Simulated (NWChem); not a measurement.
Molecule: GeSiNH₇; SMILES N[SiH2][GeH3]

```xyz
10

Si    -0.5882     1.1951    -0.0001
N      0.7363     2.3464    -0.0002
Ge     0.0770    -1.1185     0.0000
H     -1.4170     1.4526    -1.2304
H     -1.4159     1.4525     1.2309
H      1.3344     2.3589    -0.8323
H      1.3312     2.3619     0.8342
H      0.9389    -1.4411    -1.2554
H     -1.1171    -2.1158     0.0151
H      0.9631    -1.4323     1.2408
```
Atoms are numbered in this order, from 1.

All runs use the structure optimised with PBE-D3(BJ)/def2-SVP.

Q: List the 6 lowest vertical singlet excitations from LDA (Slater exchange, VWN5)/6-31G* (spherical d), full TDDFT (NWChem).

A: 
| state | energy (eV) | oscillator strength | leading excitation (squared amplitude) |
|---|---|---|---|
| S1 | 5.17 | 0.012 | HOMO → LUMO (0.96) |
| S2 | 6.09 | 0.006 | HOMO → LUMO+2 (0.98) |
| S3 | 6.28 | 0.235 | HOMO → LUMO+1 (0.85) |
| S4 | 6.89 | 0.002 | HOMO → LUMO+3 (0.89) |
| S5 | 7.14 | 0.165 | HOMO−1 → LUMO (0.80) |
| S6 | 7.17 | 0.004 | HOMO−2 → LUMO (0.97) |
